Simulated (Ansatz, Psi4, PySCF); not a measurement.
silicon atom (Si), triplet. Base run: PySCF with CCSD(T)/cc-pVDZ.

Input for PySCF:
```python
from pyscf import gto, scf, cc

mol = gto.M(
    atom='''
Si    0.000000    0.000000    0.000000
''',
    basis='cc-pvdz',
    charge=0,
    spin=2,
    verbose=4,
)

mf = scf.UHF(mol)
mf.kernel()

mycc = cc.CCSD(mf)
mycc.kernel()
et = mycc.ccsd_t()
print('E(CCSD(T)) = %.10f' % (mycc.e_tot + et))
```

The same geometry, method and basis name were run in Ansatz (a program for electronic structure) and Psi4 and PySCF, at each program's defaults and at the settings that a row names. The base is PySCF at its defaults. Differences at the defaults can come from grids, fitting, cores and function types together.

| code and settings | ΔE vs base (µEh) | basis functions | E (Eh) | SCF cycles |
|---|---|---|---|---|
| PySCF, defaults (exact integrals, spherical functions, all electrons correlated) | 0.0 | 18 | -288.92024 | 8 |
| Psi4, defaults (exact integrals, spherical functions, all electrons correlated) | 0.0 | 18 | -288.92024 | 10 |
| Ansatz, defaults (factorised integrals, spherical functions, frozen core) | 5155 | 18 | -288.91509 | - |
| PySCF, frozen core | 5154 | 18 | -288.91509 | 8 |
| Psi4, exact integrals, spherical functions, frozen core | 5154 | 18 | -288.91509 | 10 |
| Ansatz, high accuracy, frozen core | 5154 | 18 | -288.91509 | - |

Open shells are given as the SCF converged; they aren't shown to be the lowest states, and a large step between rows can be another state.
